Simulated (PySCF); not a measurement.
ethylene glycol (C2H6O2), SMILES OCCO.

Coordinates come from a PBE0-D3(BJ)/def2-SVP optimisation. One conformer was computed; it need not be the lowest.

These are PySCF with PBE0-D3(BJ)/def2-SVP values and carry that method's errors.

Harmonic, unscaled wavenumbers; measured fundamentals usually lie a few per cent lower.

Computed normal modes with their intensities:
| mode | ν (cm⁻¹) | IR (km/mol) | moving atoms (share of kinetic energy) |
|---|---|---|---|
| 1 | 182 | 8.0 | O 58 %, H 28 %, C 13 % |
| 2 | 282 | 112.4 | H 88 %, O 11 % |
| 3 | 337 | 7.1 | H 43 %, O 38 %, C 20 % |
| 4 | 495 | 132.8 | H 87 %, O 11 % |
| 5 | 546 | 22.1 | H 41 %, C 34 %, O 24 % |
| 6 | 899 | 26.0 | H 58 %, C 26 %, O 16 % |
| 7 | 920 | 13.3 | C 46 %, H 41 %, O 13 % |
| 8 | 1093 | 48.5 | H 56 %, C 36 %, O 9 % |
| 9 | 1122 | 65.1 | C 37 %, H 32 %, O 31 % |
| 10 | 1165 | 73.9 | H 43 %, C 30 %, O 27 % |
| 11 | 1188 | 29.9 | H 67 %, C 23 %, O 10 % |
| 12 | 1268 | 6.4 | H 88 % |
| 13 | 1294 | 50.5 | H 77 %, C 18 % |
| 14 | 1383 | 1.8 | H 80 %, C 17 % |
| 15 | 1420 | 48.7 | H 78 %, C 16 % |
| 16 | 1460 | 27.6 | H 58 %, C 38 % |
| 17 | 1485 | 4.5 | H 91 %, C 9 % |
| 18 | 1496 | 6.2 | H 91 %, C 9 % |
| 19 | 2998 | 50.2 | H 94 % |
| 20 | 3007 | 50.8 | H 95 % |
| 21 | 3062 | 68.7 | H 90 %, C 10 % |
| 22 | 3115 | 31.5 | H 91 %, C 9 % |
| 23 | 3831 | 58.7 | H 94 % |
| 24 | 3912 | 57.3 | H 94 % |
